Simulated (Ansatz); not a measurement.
`C[Si](F)(F)Cl` + CH₃SH → `CS[Si](F)(F)Cl` + CH₄ at 400 K and 1 bar (ligand exchange at the Si–C bond).

Gas-phase electronic energies from Ansatz, PBE0-D4/def2-TZVP geometries. CBS: MP2 limit from def2 TZ/QZ plus the TZ coupled-cluster correction, frozen cores. This one scheme is used for every species. Each species was taken in one conformer, which may not be the lowest.

| species | CCSD(T)/CBS energy (Eh) | H − E (kJ/mol) | S (J/(mol·K)) |
| --- | --- | --- | --- |
| `C[Si](F)(F)Cl` | -988.51588 | 148.2 | 366.4 |
| CH₃SH | -438.22835 | 138.7 | 269.4 |
| `CS[Si](F)(F)Cl` | -1386.30078 | 161.9 | 417.9 |
| CH₄ | -40.46206 | 131.3 | 197.2 |

H − E and S are ideal-gas, rigid-rotor, harmonic terms from PBE0-D4/def2-TZVP, for one conformer and one mirror image of each species. 1 Eh = 2625.50 kJ/mol, R = 8.31446 J/(mol·K).

Q: By hand: ΔE, ΔH, ΔS and ΔG.

A: ΔE = (-1386.30078) + (-40.46206) − (-988.51588) − (-438.22835) = -0.01861 Eh = -48.9 kJ/mol. Δ(H − E) = 161.9 + 131.3 − 148.2 − 138.7 = 6.3, so ΔH = -42.6 kJ/mol. ΔS = 417.9 + 197.2 − 366.4 − 269.4 = -20.7 J/(mol·K). ΔG = -42.6 − 400 × (-20.7)/1000 = -34.3 kJ/mol.

Q: By hand: the equilibrium constant, and the temperature at which ΔG would vanish if ΔH and ΔS stayed fixed.

A: log₁₀ K = −ΔG/(RT ln 10) = 4.5. ΔG = 0 at ΔH/ΔS = 2058 K.

ΔH outweighs TΔS. A doubt of 5 kJ/mol in ΔE shifts log₁₀ K by 0.7 here. Other conformers and mirror images would add mixing entropy, several J/(mol·K) or more a flexible species. Modes under 60 cm⁻¹, often nearly free rotors, make the harmonic entropy too high. These are equilibria of isolated gas molecules and say nothing of rates. Largest T1 diagnostic: 0.011 (customary marks: 0.02 for closed shells, 0.045 for open ones).
